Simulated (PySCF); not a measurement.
Electron correlation in Sc (scandium, neutral)

[Ar] 3d1 4s2, 2D determinant. Computed with PySCF 2.14 in def2-QZVPPD (11s6p5d3f2g, 93 functions), with no relativity, point nucleus. Frozen: [Ne]; 11 electrons correlated.

```
  level  correlation energy (mhartree)
   CCSD                        -302.01
    (T)                         -10.42
CCSD(T)                        -312.43
```

Diagnostics: T1 = 0.022, D1 = 0.0755, largest double amplitude 0.083.

Cost of the coupled-cluster step: roughly 120 core-seconds, for 11 correlated electrons.

Iterations:

```
CC2 = 0
CCSD nocc = (np.int64(6), np.int64(5)), nmo = (88, 88)
frozen orbitals [[0, 1, 2, 3, 4], [0, 1, 2, 3, 4]]
max_cycle = 100
direct = 0
conv_tol = 1e-08
conv_tol_normt = 1e-06
diis_space = 8
diis_start_cycle = 0
Init t2, MP2 energy = -0.274955124435247
Init E_corr(UCCSD) = -0.274955124437624
cycle = 1  E_corr(UCCSD) = -0.292858781800597  dE = -0.0179036574  norm(t1,t2) = 0.0796119
cycle = 2  E_corr(UCCSD) = -0.299209249187518  dE = -0.00635046739  norm(t1,t2) = 0.0307067
cycle = 3  E_corr(UCCSD) = -0.301951673807166  dE = -0.00274242462  norm(t1,t2) = 0.0160236
cycle = 4  E_corr(UCCSD) = -0.302087201156844  dE = -0.00013552735  norm(t1,t2) = 0.00362311
cycle = 5  E_corr(UCCSD) = -0.30191198184251  dE = 0.000175219314  norm(t1,t2) = 0.0023308
cycle = 6  E_corr(UCCSD) = -0.302020397867081  dE = -0.000108416025  norm(t1,t2) = 0.00125894
cycle = 7  E_corr(UCCSD) = -0.302020057118056  dE = 3.40749025e-07  norm(t1,t2) = 0.000716906
cycle = 8  E_corr(UCCSD) = -0.302000032092882  dE = 2.00250252e-05  norm(t1,t2) = 0.000380799
cycle = 9  E_corr(UCCSD) = -0.302008223142811  dE = -8.19104993e-06  norm(t1,t2) = 0.000206219
cycle = 10  E_corr(UCCSD) = -0.302006244269443  dE = 1.97887337e-06  norm(t1,t2) = 0.000110346
cycle = 11  E_corr(UCCSD) = -0.302003448932302  dE = 2.79533714e-06  norm(t1,t2) = 4.94675e-05
cycle = 12  E_corr(UCCSD) = -0.302004963206877  dE = -1.51427457e-06  norm(t1,t2) = 1.64574e-05
cycle = 13  E_corr(UCCSD) = -0.302005388781404  dE = -4.25574527e-07  norm(t1,t2) = 8.51529e-06
cycle = 14  E_corr(UCCSD) = -0.302005282744184  dE = 1.0603722e-07  norm(t1,t2) = 5.16771e-06
cycle = 15  E_corr(UCCSD) = -0.302005106157516  dE = 1.76586668e-07  norm(t1,t2) = 2.30855e-06
cycle = 16  E_corr(UCCSD) = -0.302005043048026  dE = 6.31094896e-08  norm(t1,t2) = 1.26368e-06
cycle = 17  E_corr(UCCSD) = -0.302005089325226  dE = -4.62771996e-08  norm(t1,t2) = 6.55099e-07
cycle = 18  E_corr(UCCSD) = -0.3020050994169  dE = -1.00916748e-08  norm(t1,t2) = 3.48379e-07
cycle = 19  E_corr(UCCSD) = -0.302005098412739  dE = 1.00416186e-09  norm(t1,t2) = 1.73014e-07
UCCSD converged
E(UCCSD) = -760.0421375398831  E_corr = -0.3020050984127385
UCCSD(T) correction = -0.0104248109675277
```

This basis was not built for core-valence correlation, so the inner-shell part is incomplete.
